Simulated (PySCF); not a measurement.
Compound: C₇H₁₁ClSi₂.
SMILES with atom numbers: `[Cl:1][C:2]1=[CH:3][Si@@H:4]([CH:5]2[CH2:6][CH2:7]2)[CH:8]=[CH:9][SiH2:10]1`

Structure used (GFN2-xTB), in Å, numbered top down from 1:
```xyz
21
C7H11ClSi2 angstrom
Cl    -2.7819    3.0041    0.9142
C     -1.9962    1.5300    0.3950
C     -0.7664    1.5782   -0.0952
Si     0.1567    0.0495   -0.6852
C      1.7378   -0.1473    0.3295
C      2.9749    0.6192   -0.0484
C      2.9278   -0.8571   -0.2537
C     -0.9141   -1.4869   -0.4842
C     -2.1485   -1.4974    0.0150
Si    -3.0878    0.0074    0.6354
H     -0.2578    2.5325   -0.1689
H      0.5018    0.2159   -2.1110
H      1.5980   -0.2904    1.3955
H      2.9373    1.2540   -0.9206
H      3.5993    1.0105    0.7412
H      2.8571   -1.2274   -1.2651
H      3.5196   -1.4870    0.3939
H     -0.4771   -2.4273   -0.8065
H     -2.6762   -2.4442    0.0824
H     -4.3250    0.2012   -0.1313
H     -3.3881   -0.1207    2.0675
```

Probes without a nucleus sit at each ring's centroid and 1 Å off its mean plane on both sides; NICS is minus the shielding there, NICSzz its component along the normal. Level: GIAO PBE0/pcSseg-1 (PySCF, non-relativistic, gas phase) on the GFN2-xTB geometry, one conformer.

Rings: 1. C2–C3–Si4–C8–C9–Si10; 2. C5–C6–C7.

```json
{"set": "P", "NICS(0)": "0.2", "NICS(1), two faces": "-1.0 / -0.8", "NICS(1)zz, two faces": "3.8 / 5.1"}
{"set": "Q", "NICS(0)": "-45.0", "NICS(1), two faces": "-8.9 / -8.2", "NICS(1)zz, two faces": "-23.0 / -23.7"}
```

Question: Which set (ppm) belongs to which ring?

Answer: P = 1, Q = 2.
- 1 (6-membered ring with 2 Si; formal bonds 2 double, 4 single): mean NICS(1)zz 4.4 ppm, deshielded. Si4, Si10 have four or more neighbours; no verdict on aromaticity is drawn.
- 2 (3-membered carbocycle; formal bonds all single): mean NICS(1)zz -23.4 ppm, shielded. C5, C6, C7 have four or more neighbours, so the value isn't read as a sign of a π ring current.

Question: How do the rings differ in shape?

Answer: 
| ring | bond lengths (Å) | rms pucker (Å) | HOMA | nearest outside atom to a NICS(1) probe (Å) |
| --- | --- | --- | --- | --- |
| 1 | 1.325, 1.881, 1.883, 1.332, 1.879, 1.889 | 0.01 | – | hydrogen 2.59 |
| 2 | 1.504, 1.491, 1.503 | 0.00 | – | hydrogen 1.40 |
